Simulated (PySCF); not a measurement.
**A small calculation by hand: entropy of an ideal gas**

C₃H₅, SMILES C1[CH]C1, multiplicity 2.

Geometry optimised at B3LYP-D3(BJ)/def2-TZVP.

B3LYP-D3(BJ)/def2-TZVP (PySCF 2.14.0) gives the harmonic wavenumbers 558, 764, 783, 844, 930, 1025, 1067, 1084, 1097, 1160, 1262, 1458, 1484, 3089, 3089, 3149, 3162, 3221 cm⁻¹ and the rotational temperatures 1.1487, 0.9985, 0.6365 K. The molar mass is 41.07 g/mol, the symmetry number 1, the spin multiplicity 2.

Q: Work out the entropy at 298.15 K and 1 atm in the rigid-rotor, harmonic-oscillator model.

A: 
Translation (Sackur–Tetrode at 1 atm): S = R[1.5 ln M + 2.5 ln T − 1.16487] = 155.1 J/(mol K).
Rotation: q = (√π/σ) T^1.5/√(θA θB θC) = 10700, S = R[ln q + 3/2] = 89.6 J/(mol K).
Vibration: with u = 1.4388 ν/T, each mode gives R[u/(e^u − 1) − ln(1 − e^−u)]:
| ν (cm⁻¹) | modes | u | S (J/(mol K)) |
|---|---|---|---|
| 558 | 1 | 2.69 | 2.21 |
| 764 | 1 | 3.69 | 1.00 |
| 783 | 1 | 3.78 | 0.93 |
| 844 | 1 | 4.07 | 0.73 |
| 930 | 1 | 4.49 | 0.52 |
| 1025 | 1 | 4.95 | 0.35 |
| 1067 | 1 | 5.15 | 0.30 |
| 1084 | 1 | 5.23 | 0.28 |
| 1097 | 1 | 5.29 | 0.26 |
| 1160 | 1 | 5.60 | 0.20 |
| 1262 | 1 | 6.09 | 0.13 |
| 1458 | 1 | 7.04 | 0.06 |
| 1484 | 1 | 7.16 | 0.05 |
The stiffer modes add less than 0.005 each. Sum 7.0 J/(mol K).
Spin: R ln 2 = 5.8 J/(mol K).
Total 257.5 J/(mol K); the program's own thermochemistry gives 257.5. Translation makes up 60 % and vibration 3 %. Anharmonicity, hindered rotation and orbital degeneracy are left out.
